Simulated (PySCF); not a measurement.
Species: C₆H₁₁PSi.
Atom-mapped SMILES: `[CH3:1][Si@@H:2]([PH2:3])[C:4]#[C:5][CH:6]1[CH2:7][CH2:8]1`

Probes without a nucleus sit at each ring's centroid and 1 Å off its mean plane on both sides; NICS is minus the shielding there, NICSzz its component along the normal. Level: GIAO PBE0/pcSseg-1 (PySCF, non-relativistic, gas phase) on the GFN2-xTB geometry, one conformer.

Ring bond lengths (Å), with Mayer bond orders in brackets: C6–C7 1.508 (0.92), C7–C8 1.493 (0.98), C8–C6 1.509 (0.92).

Question: What do the NICS probes read (ppm)?

Answer: 
```tsv
ring	type	NICS(0)	NICS(1), two faces	NICS(1)zz, two faces	rms pucker (Å)	centre to ring atoms, mean (Å)
C6–C7–C8	3-membered carbocycle; formal bonds all single	-43.8	-8.9 / -8.2	-24.4 / -21.6	0.00	0.87
```

Question: What can be read from them?

Answer: 
- C6–C7–C8: mean NICS(1)zz -23.0 ppm, shielded. C6, C7, C8 have four or more neighbours; no verdict on aromaticity is drawn. NICS(0) lies 35 ppm below the mean NICS(1).

Question: At the first NICS(1) probe listed for ring C6–C7–C8, 1 Å off the ring, what do the in-plane components average?

Answer: The isotropic value is a third of the trace: (3 × -8.9 − (-24.4))/2 = -1.2 ppm.

Question: What are the shieldings of the ring atoms and their hydrogens in the same run (means over atoms taken as equivalent)?

Answer: 
```csv
atoms,environment,σ isotropic (ppm),"principal values of the symmetric part, first atom (ppm)"
C6,propargylic carbon,183.6,"153.5, 167.5, 229.8"
C7,three-membered-ring carbon,175.0,"143.6, 173.9, 207.5"
C8,three-membered-ring carbon,175.1,"143.5, 173.9, 207.8"
H on C6,methine hydrogen,30.36,"22.6, 28.4, 40.1"
H on C7,methylene hydrogen,31.03,"25.6, 28.6, 38.9"
H on C7,methylene hydrogen,30.94,"25.4, 26.4, 41.1"
H on C8,methylene hydrogen,31.03,"25.6, 28.6, 38.9"
H on C8,methylene hydrogen,30.93,"25.4, 26.4, 41.0"
```

Shape of the structure used: `[CH3:1][Si@@H:2]([PH2:3])[C:4]#[C:5][CH:6]1[CH2:7][CH2:8]1`: H–P3–Si2–C1 168°, H–P3–Si2–C1 75°.
